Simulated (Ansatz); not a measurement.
Total energies of `C=CCCCCCCCCCO` from Ansatz at PBE0-D4/def2-SVP, gas phase (1 Eh = 27.2114 eV = 2625.5 kJ/mol). The reference geometry is relaxed at r2SCAN-D4/def2-SVP.

```tsv
state	geometry	energy (Eh)
charge 0 singlet	reference	-506.66817
charge 1 doublet	reference	-506.34224
charge -1 doublet	reference	-506.58499
free C atom (triplet)	–	-37.76066
free O atom (triplet)	–	-74.92490
free H atom (doublet)	–	-0.50029
```

Problem. Work out the vertical ionisation energy to the doublet.

Solution. E(charge 1 doublet) − E(charge 0 singlet) = -506.34224 − (-506.66817) = 0.32593 Eh = 8.87 eV. For comparison, −ε of the highest occupied level is 7.25 eV at this level, 1.62 eV less.

Problem. Work out the vertical electron affinity, to the doublet.

Solution. E(charge 0 singlet) − E(charge -1 doublet) = -506.66817 − (-506.58499) = -0.08318 Eh = -2.26 eV; negative, so the extra electron isn't bound. The basis lacks diffuse functions, which makes affinities too small.

Problem. Give the fundamental gap IE − EA, the Mulliken electronegativity (IE + EA)/2 and the hardness (IE − EA)/2.

Solution. From the values in Eh: IE − EA = 0.32593 − (-0.08318) = 0.40911 Eh = 11.13 eV; (IE + EA)/2 = 3.30 eV; (IE − EA)/2 = 5.57 eV. The HOMO–LUMO gap of the same run is 7.82 eV, 3.31 eV smaller than the fundamental gap.

Problem. What is the binding energy per atom against free atoms?

Solution. Atoms: 11 × (-37.76066) + 1 × (-74.92490) + 22 × (-0.50029) = -501.29854 Eh. Binding: -501.29854 − (-506.66817) = 5.36963 Eh = 146.12 eV, or 4.30 eV for each of 34 atoms (no zero-point energy, no counterpoise term).

At PBE0-D4/def2-SVP the highest occupied level of the charge -1 doublet lies above zero (up to 3.62 eV). By energy differences it is unbound by 2.26 eV (vertical, against the charge 0 singlet, at PBE0-D4/def2-SVP) and held by the finite basis.
